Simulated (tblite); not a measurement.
C5H14N2Si.
SMILES with atom numbers: `[CH3:1][N:2]1[CH2:3][CH2:4][C@@H:5]([SiH3:6])[N:7]1[CH3:8]` (hydrogens: H9, H10, H11 on C1; H12, H13 on C3; H14, H15 on C4; H16 on C5; H17, H18, H19 on Si6; H20, H21, H22 on C8)

Geometry (GFN2-xTB, Å), atoms numbered from 1 in this order:
```
atom  x, y, z in Å
C1    -1.3033   -0.0344    1.7685
N2    -1.1649   -0.0303    0.3301
C3    -0.9168    1.2960   -0.2363
C4     0.2028    1.1064   -1.2573
C5     0.9374   -0.1141   -0.6891
Si6    2.2422    0.2886    0.6493
N7    -0.1228   -0.9265   -0.0833
C8    -0.6789   -1.9181   -0.9880
H9    -2.1878    0.5458    2.0296
H10   -0.4305    0.3831    2.2904
H11   -1.4458   -1.0627    2.0942
H12   -1.8383    1.6701   -0.6913
H13   -0.6053    2.0016    0.5448
H14    0.8409    1.9845   -1.3389
H15   -0.2104    0.8848   -2.2437
H16    1.4100   -0.6916   -1.4882
H17    3.4734    0.7131   -0.0250
H18    1.8038    1.3965    1.5030
H19    2.4504   -0.9145    1.4477
H20   -1.5204   -2.3947   -0.4886
H21    0.0837   -2.6695   -1.1908
H22   -1.0300   -1.4949   -1.9379
```

Level: GFN2-xTB in tblite, geometry and Hessian alike; calculated harmonic values, unscaled, isolated species. This tight-binding method is rough: wavenumbers can miss measured ones by several per cent, in bad cases by 10 to 20. Modes of hydrogen on silicon can be 10 to 20 % off. One conformer, not necessarily the lowest.

Harmonic wavenumbers (cm⁻¹): 51.0, 116.9, 132.8, 161.7, 183.3, 192.0, 241.1, 297.2, 313.5, 395.8, 482.7, 517.6, 547.3, 616.3, 679.2, 731.1, 758.9, 783.3, 801.5, 817.4, 890.3, 930.4, 987.5, 1019.7, 1040.8, 1075.1, 1090.4, 1102.5, 1121.2, 1125.8, 1175.4, 1187.3, 1197.9, 1205.9, 1231.9, 1284.1, 1293.6, 1320.9, 1400.9, 1402.1, 1476.8, 1479.5, 1481.8, 1487.5, 1492.5, 1501.1, 2234.9, 2245.9, 2307.3, 2870.0, 2885.2, 2892.4, 2937.5, 2949.1, 2967.9, 3007.1, 3007.9, 3008.6, 3027.0, 3030.7.

A = 2104, B = 1418, C = 1332 MHz; mass 130.093 u (most abundant isotopes); point group C1, symmetry number 1.

Task: What is the zero-point energy?

Result: Half the sum of the wavenumbers: 40098 cm⁻¹ = 114.64 kcal/mol.

Task: Entropy at 298.15 K, 1 bar (ideal gas, RRHO, classical rotation)?

Result: Translation 40.53, rotation 28.78, vibration 28.42: S = 97.7 cal/(mol K).

Task: And Cp and H(298.15 K) − H(0)?

Result: Cp = 40.54 cal/(mol K), of which vibrations give 32.59 (their classical limit is 60 R = 119.2); H(298.15 K) − H(0) = 7.06 kcal/mol without the zero-point energy, 4.69 from vibrations.

Task: Which modes carry the vibrational entropy at 298.15 K?

Result: 51.0 cm⁻¹: 4.78; 116.9 cm⁻¹: 3.15; 132.8 cm⁻¹: 2.91; 161.7 cm⁻¹: 2.53; 183.3 cm⁻¹: 2.29; 192.0 cm⁻¹: 2.21 cal/(mol K); the other 54 give 10.55 together.

Task: How do the functions run with temperature in this model?

Result: 
| T (K) | S (cal/(mol K)) | Cp (cal/(mol K)) | H − H(0) (kcal/mol) | G − H(0) (kcal/mol) | ln q(vib) |
| --- | --- | --- | --- | --- | --- |
| 100 | 67.8 | 18.7 | 1.25 | -5.53 | 1.32 |
| 200 | 84.0 | 29.2 | 3.65 | -13.16 | 3.82 |
| 300 | 98.0 | 40.8 | 7.13 | -22.26 | 6.44 |
| 500 | 124.2 | 62.7 | 17.57 | -44.51 | 11.85 |
| 800 | 158.9 | 84.7 | 39.98 | -87.12 | 19.97 |
| 1000 | 178.9 | 94.3 | 57.94 | -120.93 | 25.14 |

q(vib) and H(0) count from the zero-point level.

Task: What must be added to the electronic energy to get the Gibbs energy at 298.15 K and 1 bar?

Result: ZPE + [H(298.15 K) − H(0)] − T·S = 114.64 + 7.06 − 29.14 = 92.56 kcal/mol.

Hindered rotation and anharmonicity are outside this model. Other conformers, if any are populated, would add a mixing term that is left out. The structure is chiral; the term R ln 2 for an equal mix with its mirror image is left out.
